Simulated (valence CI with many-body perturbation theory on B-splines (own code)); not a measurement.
E1 transitions of Te⁴⁷⁺

Calculated by relativistic CI+MBPT: three valence electrons over a frozen Dirac-Fock core [He], radial functions for each j: 11 s, 11 p, 10 d, 8 f, 5 g, 2 h, with the one-electron correlation potential Σ1, the two-electron term Σ2, the three-electron term Σ3, Breit, model QED; selected CI, second order for the rest, scaled by the run's own slope (own B-spline code, finite nucleus).

The last digits are not significant, and no measured levels were compared; by estimate large intervals hold to a few tenths of a per cent, small ones and those within an open d or f shell to about a per cent.

Lines 1 to 50 of 484 in falling wavelength, among levels below 6905.5 eV, chosen from the strongest by gf and those to the six lowest levels. Wavelengths and rates use the calculated energies. Electric multipoles are in the length gauge, E1 and E2 with the static RPA response of the core. Weak lines are less certain than strong ones. Lines between different terms over intervals too small for the method are left out, as are lines whose strength nearly cancels. The highest levels of a list are the least certain.

Levels are named by their leading jj configuration (3d3/2^4 stands for four electrons in 3d with j = 3/2), which in mixed levels can hold well under half, so a name can repeat and another be missing. Letters in brackets count levels of one name in rising energy.

```tsv
λ vac (Å)	Upper	Lower	A (s⁻¹)	S (a.u.)
928.3	(2s 2p1/2 4f7/2) J=7/2 [a]	(2s 2p1/2 4d5/2) J=5/2 [a]	1.13e+08	3.56e-01
911.0	(2s 2p1/2 4f7/2) J=9/2	(2s 2p1/2 4d5/2) J=7/2	1.25e+08	4.65e-01
849.6	(2s^2 4f7/2) J=7/2	(2s^2 4d5/2) J=5/2	1.53e+08	3.71e-01
633.1	(2p1/2^2 4f5/2) J=5/2	(2p1/2^2 4d3/2) J=3/2	3.51e+08	2.64e-01
608.5	(2s^2 4f5/2) J=5/2	(2s^2 4d3/2) J=3/2	3.88e+08	2.59e-01
596.4	(2s 2p1/2 4f5/2) J=5/2 [a]	(2s 2p1/2 4d3/2) J=3/2 [a]	4.07e+08	2.56e-01
581.1	(2s 2p1/2 4f5/2) J=7/2	(2s 2p1/2 4d3/2) J=5/2	4.16e+08	3.22e-01
534.1	(2s 2p3/2 4p1/2) J=3/2	(2s 2p3/2 4s) J=5/2	7.31e+08	2.20e-01
506.8	(2s 2p3/2 4p1/2) J=5/2	(2s 2p3/2 4s) J=5/2	5.81e+08	2.24e-01
475.9	(2s 2p1/2 4d5/2) J=7/2	(2s 2p1/2 4p3/2) J=5/2	1.37e+09	5.84e-01
470.6	(2s 2p1/2 4d5/2) J=5/2 [a]	(2s 2p1/2 4p3/2) J=3/2 [a]	1.32e+09	4.08e-01
466.7	(2p1/2^2 4d5/2) J=5/2	(2p1/2^2 4p3/2) J=3/2	1.50e+09	4.51e-01
452.5	(2s^2 4d5/2) J=5/2	(2s^2 4p3/2) J=3/2	1.57e+09	4.30e-01
445.0	(2s 2p1/2 4d5/2) J=5/2 [b]	(2s 2p1/2 4p3/2) J=3/2 [b]	1.47e+09	3.84e-01
427.8	(2s 2p1/2 4d5/2) J=3/2	(2s 2p1/2 4p3/2) J=1/2	1.48e+09	2.29e-01
248.9	(2s 2p1/2 4d3/2) J=3/2 [b]	(2s 2p1/2 4p1/2) J=1/2 [b]	4.20e+09	1.28e-01
244.8	(2s 2p1/2 4d3/2) J=1/2	(2s 2p1/2 4p1/2) J=1/2 [b]	7.20e+09	1.04e-01
235.7	(2p1/2^2 4d3/2) J=3/2	(2p1/2^2 4p1/2) J=1/2	9.61e+09	2.48e-01
234.0	(2s 2p1/2 4d3/2) J=3/2 [a]	(2s 2p1/2 4p1/2) J=1/2 [a]	9.43e+09	2.39e-01
233.2	(2s 2p3/2 4p3/2) J=3/2	(2s 2p3/2 4s) J=3/2 [a]	8.77e+09	2.20e-01
232.7	(2s^2 4d3/2) J=3/2	(2s^2 4p1/2) J=1/2	9.50e+09	2.36e-01
231.7	(2s 2p1/2 4d3/2) J=5/2	(2s 2p1/2 4p1/2) J=3/2	8.82e+09	3.25e-01
226.5	(2s 2p1/2 4p3/2) J=1/2	(2s 2p1/2 4s) J=1/2 [b]	1.09e+10	1.25e-01
222.5	(2s 2p1/2 4p3/2) J=3/2 [b]	(2s 2p1/2 4s) J=1/2 [b]	7.77e+09	1.69e-01
218.2	(2s 2p3/2 4p3/2) J=7/2	(2s 2p3/2 4s) J=5/2	1.40e+10	5.75e-01
218.0	(2s 2p1/2 4d3/2) J=3/2 [b]	(2s 2p1/2 4p1/2) J=3/2	5.27e+09	1.08e-01
217.9	(2s 2p3/2 4p3/2) J=5/2	(2s 2p3/2 4s) J=3/2 [a]	7.41e+09	2.27e-01
215.0	(2p1/2^2 4p3/2) J=3/2	(2p1/2^2 4s) J=1/2	1.54e+10	3.02e-01
211.3	(2s^2 4p3/2) J=3/2	(2s^2 4s) J=1/2	1.51e+10	2.82e-01
210.6	(2s 2p1/2 4p3/2) J=3/2 [a]	(2s 2p1/2 4s) J=1/2 [a]	1.54e+10	2.85e-01
210.0	(2s 2p3/2 4p3/2) J=1/2	(2s 2p3/2 4s) J=3/2 [a]	1.57e+10	1.43e-01
208.8	(2s 2p1/2 4p3/2) J=5/2	(2s 2p1/2 4s) J=3/2	1.64e+10	4.42e-01
205.2	(2s 2p1/2 4p3/2) J=3/2 [b]	(2s 2p1/2 4s) J=3/2	6.91e+09	1.18e-01
201.9	(2s 2p3/2 3d5/2) J=9/2	(2s 2p3/2 3p3/2) J=7/2	4.03e+09	1.64e-01
199.7	(2p1/2 2p3/2 3d5/2) J=9/2	(2p1/2 2p3/2 3p3/2) J=7/2	4.81e+09	1.89e-01
199.1	(2p3/2^2 3d5/2) J=7/2	(2p3/2^2 3p3/2) J=5/2	3.66e+09	1.14e-01
197.6	(2s 2p3/2 4p3/2) J=5/2	(2s 2p3/2 4s) J=5/2	9.28e+09	2.12e-01
196.9	(2p3/2^2 3d5/2) J=9/2	(2p3/2^2 3p3/2) J=7/2	4.68e+09	1.76e-01
196.7	(2p1/2 2p3/2 3d5/2) J=7/2 [a]	(2p1/2 2p3/2 3p3/2) J=5/2 [a]	4.45e+09	1.34e-01
195.9	(2s 2p1/2 3d5/2) J=7/2	(2s 2p1/2 3p3/2) J=5/2	4.52e+09	1.34e-01
194.1	(2p1/2 2p3/2 3d5/2) J=7/2 [b]	(2p1/2 2p3/2 3p3/2) J=5/2 [b]	4.33e+09	1.25e-01
191.8	(2p1/2^2 3d5/2) J=5/2	(2p1/2^2 3p3/2) J=3/2	5.28e+09	1.10e-01
191.4	(2p3/2^2 3d5/2) J=5/2 [b]	(2p3/2^2 3p3/2) J=3/2 [b]	4.91e+09	1.02e-01
186.8	(2s 2p1/2 3d5/2) J=5/2 [a]	(2s 2p1/2 3p3/2) J=3/2 [a]	4.50e+09	8.69e-02
183.6	(2p1/2 2p3/2 3d5/2) J=5/2 [b]	(2p1/2 2p3/2 3p3/2) J=3/2 [b]	3.70e+09	6.79e-02
177.1	(2p1/2 2p3/2 3d5/2) J=5/2 [a]	(2p1/2 2p3/2 3p3/2) J=3/2 [a]	4.05e+09	6.67e-02
175.1	(2s 2p1/2 3d5/2) J=5/2 [b]	(2s 2p1/2 3p3/2) J=3/2 [b]	5.37e+09	8.53e-02
172.1	(2s 2p3/2 3d5/2) J=7/2 [a]	(2s 2p3/2 3p3/2) J=5/2 [a]	4.78e+09	9.63e-02
117.7	(2p1/2 2p3/2 3d3/2) J=7/2	(2s 2p3/2 3d3/2) J=5/2 [b]	6.94e+09	4.46e-02
110.9	(2p1/2 2p3/2 3d3/2) J=5/2 [b]	(2p1/2 2p3/2 3p1/2) J=3/2 [b]	1.04e+10	4.19e-02
```
